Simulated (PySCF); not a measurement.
input.py for MgBr

Input:

```python
from pyscf import gto, scf, mp

mol = gto.M(
    atom='Mg 0 0 0; Br 0 0 2.182',
    basis='3-21g',
    charge=0,
    spin=1,
    verbose=4,
)
mf = scf.UHF(mol)
mf.kernel()
mp.MP2(mf).kernel()
mf.dip_moment()
print('orbital energies (hartree):', [e[max(0, n-3):n+3].round(4) for e, n in zip(mf.mo_energy, mol.nelec)])
```

```bash
$ OMP_NUM_THREADS=1 python input.py
```

The log (some set-up lines and the per-cycle HOMO/LUMO lines with their warnings removed):

```
PySCF version 2.14.0

[INPUT] Symbol           X                Y                Z      unit          X                Y                Z       unit  Magmom
[INPUT]  1 Mg     0.000000000000   0.000000000000   0.000000000000 AA    0.000000000000   0.000000000000   0.000000000000 Bohr   0.0
[INPUT]  2 Br     0.000000000000   0.000000000000   2.182000000000 AA    0.000000000000   0.000000000000   4.123382403801 Bohr   0.0

nuclear repulsion = 101.858124925023
number of shells = 17
number of NR pGTOs = 81
number of NR cGTOs = 35
basis = 3-21g
ecp = {}

******** <class 'pyscf.scf.uhf.UHF'> ********
method = UHF
initial guess = minao
damping factor = 0
level_shift factor = 0
DIIS = <class 'pyscf.scf.diis.CDIIS'>
SCF conv_tol = 1e-09
SCF max_cycles = 50
number electrons alpha = 24  beta = 23
init E= -2755.80869239815

cycle= 1 E= -2758.52960297781  delta_E= -2.72  |g|= 0.184  |ddm|= 1.03
cycle= 2 E= -2758.56352392409  delta_E= -0.0339  |g|= 0.0576  |ddm|= 0.488
cycle= 3 E= -2758.56781426683  delta_E= -0.00429  |g|= 0.0195  |ddm|= 0.142
cycle= 4 E= -2758.5692546735  delta_E= -0.00144  |g|= 0.00485  |ddm|= 0.135
cycle= 5 E= -2758.56932987857  delta_E= -7.52e-05  |g|= 0.00173  |ddm|= 0.0273
cycle= 6 E= -2758.5693384257  delta_E= -8.55e-06  |g|= 0.000361  |ddm|= 0.00861
cycle= 7 E= -2758.56933880249  delta_E= -3.77e-07  |g|= 9.15e-05  |ddm|= 0.00176
cycle= 8 E= -2758.56933883426  delta_E= -3.18e-08  |g|= 2.4e-05  |ddm|= 0.000443
cycle= 9 E= -2758.56933883593  delta_E= -1.67e-09  |g|= 4.21e-06  |ddm|= 0.000125
cycle= 10 E= -2758.56933883597  delta_E= -3.41e-11  |g|= 8.32e-07  |ddm|= 2.13e-05
Extra cycle  E= -2758.56933883597  delta_E=    0  |g|= 3.71e-07  |ddm|= 2.63e-06
converged SCF energy = -2758.56933883597  <S^2> = 0.75196067  2S+1 = 2.0019597

******** <class 'pyscf.mp.ump2.UMP2'> ********
nocc = (np.int64(24), np.int64(23)), nmo = (35, 35)
E(UMP2) = -2758.61474233897  E_corr = -0.0454035030088285
E(SCS-UMP2) = -2758.61400379456  E_corr = -0.0446649585913879
E_corr(same-spin) = -0.0113298980990842
E_corr(oppo-spin) = -0.0340736049097443
Dipole moment(X, Y, Z, Debye): -0.00000,  0.00000, -3.13978
orbital energies (hartree): [array([-0.3952, -0.3952, -0.2807,  0.038 ,  0.038 ,  0.1034]), array([-0.4349, -0.3955, -0.3955,  0.0064,  0.0724,  0.0724])]
```

In short: E(SCF) = -2758.569339 Eh, 10 cycles, E(MP2) − E(SCF) = -0.04540 Eh, ⟨S²⟩ = 0.752, μz(SCF) = -3.14 D.

It ran on Arm Neoverse V1 (1 thread, shared host) in 1.1 s, peak memory 0.12 GiB.

The basis is very small, so the numbers show the basis as much as the system. The bond length is a typed value, not an optimised one. No search for the lowest solution was made.
